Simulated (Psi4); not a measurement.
hydrogen selenide (H₂Se), singlet, geometry from GFN2-xTB, with bond 2-1 at 1.6 times its length; HF/6-31G* in Psi4.

The Psi4 input:
```
memory 2 GB

molecule mol {
0 1
Se   -0.002122    0.055731   -0.001401
H    -1.585231   -1.612170    0.028969
H     1.063712   -0.908138    0.030069
}

set {
  basis 6-31g*
  reference rhf
  d_convergence 1e-4
}

energy('scf')
print_variables()
```

It wrote (shortened):

```
   => Loading Basis Set <=

    Name: 6-31G*
    Role: ORBITAL
    Keyword: BASIS

         ---------------------------------------------------------
                                   SCF
               by Justin Turney, Rob Parrish, Andy Simmonett
                          and Daniel G. A. Smith
                              RHF Reference
         ---------------------------------------------------------

  ==> Geometry <==

    Molecular point group: cs
    Full point group: Cs

    Geometry (in Angstrom), charge = 0, multiplicity = 1:

       Center              X                  Y                   Z               Mass
    ------------   -----------------  -----------------  -----------------  -----------------
         SE           0.032381581294    -0.006363014021     0.000000000000    79.916521800000
         H           -1.635758816616     1.576785052788     0.000000000000     1.007825032230
         H           -0.931971954763    -1.072223315895     0.000000000000     1.007825032230

  Running in cs symmetry.

  Rotational constants: A =      8.21159  B =      3.19849  C =      2.30188 [cm^-1]
  Rotational constants: A = 246177.22230  B =  95888.17460  C =  69008.68866 [MHz]
  Nuclear repulsion =   20.533701680044086

  Charge       = 0
  Multiplicity = 1
  Electrons    = 36
  Nalpha       = 18
  Nbeta        = 18

  ==> Algorithm <==

  SCF Algorithm Type is DF.
  DIIS enabled.
  MOM disabled.
  Fractional occupation disabled.
  Guess Type is SAD.
  Energy threshold   = 1.00e-06
  Density threshold  = 1.00e-04
  Integral threshold = 1.00e-12

  ==> Primary Basis <==

  Basis Set: 6-31G*
    Blend: 6-31G*
    Number of shells: 16
    Number of basis functions: 39
    Number of Cartesian functions: 39
    Spherical Harmonics?: false
    Max angular momentum: 2

   => Loading Basis Set <=

    Name: (6-31G* AUX)
    Role: JKFIT
    Keyword: DF_BASIS_SCF

  ==> Integral Setup <==

  SCF_SUBTYPE=INCORE selected. In-core MEM_DF algorithm will be used.
  Using in-core AOs.

  ==> MemDFJK: Density-Fitted J/K Matrices <==

    J tasked:                   Yes
    K tasked:                   Yes
    wK tasked:                   No
    Algorithm:                 Core
    Schwarz Cutoff:           1E-12
    Mask sparsity (%):       0.0000
    Fitting Condition:        1E-10

   => Auxiliary Basis Set <=

  Basis Set: (6-31G* AUX)
    Blend: CC-PVDZ-JKFIT
    Number of shells: 65
    Number of basis functions: 259
    Number of Cartesian functions: 259
    Spherical Harmonics?: false
    Max angular momentum: 3

  Minimum eigenvalue in the overlap matrix is 6.7866532584E-04.
  Reciprocal condition number of the overlap matrix is 1.3298330951E-04.
    Using symmetric orthogonalization.

  ==> Pre-Iterations <==

  SCF Guess: Superposition of Atomic Densities via on-the-fly atomic UHF (no occupation information).

   -------------------------
    Irrep   Nso     Nmo
   -------------------------
     A'        29      29
     A"        10      10
   -------------------------
    Total      39      39
   -------------------------

  ==> Iterations <==

                           Total Energy        Delta E     RMS |[F,P]|

   @DF-RHF iter SAD: -2396.78728409420228   -2.39679e+03   0.00000e+00
   @DF-RHF iter   1: -2399.25950220258028   -2.47222e+00   6.16799e-02 ADIIS/DIIS
   @DF-RHF iter   2: -2399.63856677600143   -3.79065e-01   4.51429e-02 ADIIS/DIIS
   @DF-RHF iter   3: -2399.95215436251738   -3.13588e-01   5.45435e-03 ADIIS/DIIS
   @DF-RHF iter   4: -2399.95766437747716   -5.51001e-03   3.16020e-04 ADIIS/DIIS
   @DF-RHF iter   5: -2399.95781954975837   -1.55172e-04   1.03783e-04 ADIIS/DIIS
   @DF-RHF iter   6: -2399.95783575571159   -1.62060e-05   2.04302e-05 DIIS
   @DF-RHF iter   7: -2399.95783669263437   -9.36923e-07   5.70903e-06 DIIS
  Energy and wave function converged.

  ==> Post-Iterations <==

    Orbital Energies [Eh]
    ---------------------

    Doubly Occupied:

       1Ap  -460.955743     2Ap   -60.772397     3Ap   -54.380410
       4Ap   -54.379318     1App  -54.377925     5Ap    -8.985269
       6Ap    -6.718738     7Ap    -6.715933     2App   -6.707379
       8Ap    -2.560088     9Ap    -2.558251     3App   -2.549296
       4App   -2.545017    10Ap    -2.543836    11Ap    -0.907600
      12Ap    -0.524231    13Ap    -0.401444     5App   -0.365820

    Virtual:

      14Ap    -0.011305    15Ap     0.170460    16Ap     0.301045
      17Ap     0.393237     6App    0.422120    18Ap     0.462655
      19Ap     0.737635     7App    0.744342     8App    0.763126
      20Ap     0.792553    21Ap     0.845551    22Ap     1.059199
      23Ap     1.283099    24Ap     1.792353    25Ap     4.783945
       9App    4.800131    10App    4.804082    26Ap     4.821205
      27Ap     4.931913    28Ap     5.854259    29Ap    91.549956

    Final Occupation by Irrep:
             Ap   App
    DOCC [    13,    5 ]
    NA   [    13,    5 ]
    NB   [    13,    5 ]

  @DF-RHF Final Energy: -2399.95783669263437

   => Energetics <=

    Nuclear Repulsion Energy =             20.5337016800440857
    One-Electron Energy =               -3383.0858923945015704
    Two-Electron Energy =                 962.5943540218231647
    Total Energy =                      -2399.9578366926343733

Computation Completed

Properties will be evaluated at   0.000000,   0.000000,   0.000000 [a0]

Properties computed using the SCF density matrix

 Multipole Moments:

 ------------------------------------------------------------------------------------
     Multipole            Electronic (a.u.)      Nuclear  (a.u.)        Total (a.u.)
 ------------------------------------------------------------------------------------

 L = 1.  Multiply by 2.5417464519 to convert [e a0] to [Debye]
 Dipole X            :          2.5226654           -2.7717690           -0.2491037
 Dipole Y            :         -0.7685628            0.5446555           -0.2239073
 Dipole Z            :          0.0000000            0.0000000            0.0000000
 Magnitude           :                                                    0.3349434

 ------------------------------------------------------------------------------------

  Variable Map:
  ----------------------------------------------------------------------------
  "CURRENT ENERGY"           =>   -2399.957836692634
  "CURRENT REFERENCE ENERGY" =>   -2399.957836692634
  "DD SOLVATION ENERGY"      =>       0.000000000000
  "HF KINETIC ENERGY"        =>    2396.861811437739
  "HF POTENTIAL ENERGY"      =>   -4796.819648130373
  "HF TOTAL ENERGY"          =>   -2399.957836692634
  "HF VIRIAL RATIO"          =>       2.001291699521
  "NUCLEAR REPULSION ENERGY" =>      20.533701680044
  "ONE-ELECTRON ENERGY"      =>   -3383.085892394502
  "PCM POLARIZATION ENERGY"  =>       0.000000000000
  "PE ENERGY"                =>       0.000000000000
  "SCF ITERATION ENERGY"     =>   -2399.957836692634
  "SCF ITERATIONS"           =>       7.000000000000
  "SCF TOTAL ENERGY"         =>   -2399.957836692634
  "TWO-ELECTRON ENERGY"      =>     962.594354021823

  Array Variable Map:
  ----------------------------------------------------------------------------
  "CURRENT DIPOLE"           =>      -0.249103656250 ... 0.000000000000 1 by 3
  "SCF DIPOLE"               =>      -0.249103656250 ... 0.000000000000 1 by 3
  "SCF TOTAL ENERGIES"       =>   -2396.787284094202 ... -2399.957836692634 1 by 8
```
